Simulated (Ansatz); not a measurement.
Consider the silylene formation by 1,1-elimination: `S[SiH](Cl)Cl` → HCl + `S[Si]Cl`.

Computed with Ansatz on PBE0-D4/def2-TZVP structures; ΔE is electronic, products minus reactants. CBS: MP2 limit from def2 TZ/QZ plus the TZ coupled-cluster correction, frozen cores. This one scheme is used for every species. One conformer a species, not always the lowest.

```
       species  CCSD/CBS(def2) energy (Eh)
`S[SiH](Cl)Cl`                 -1607.71275
           HCl                  -460.37334
     `S[Si]Cl`                 -1147.25178
```

(1) Work out ΔE.

Largest T1 diagnostic among the species: 0.014.

Answers

(1) ΔE = (-460.37334) + (-1147.25178) − (-1607.71275) = 0.08763 Eh = +230.1 kJ/mol. CCSD(T)/CBS gives +229.0 kJ/mol.

From PBE to PBE0 (25 % exact exchange), in def2-TZVPP and without D4, ΔE moves by +19.5 kJ/mol. Leaving LDA and LC-ωPBE aside and taking each functional with its dispersion term where it has one, the values, not all of them listed here, spread over 47.8 kJ/mol, from BLYP-D4 to r2SCAN0-D4. LDA lies +27.8 kJ/mol from PBE without D4.
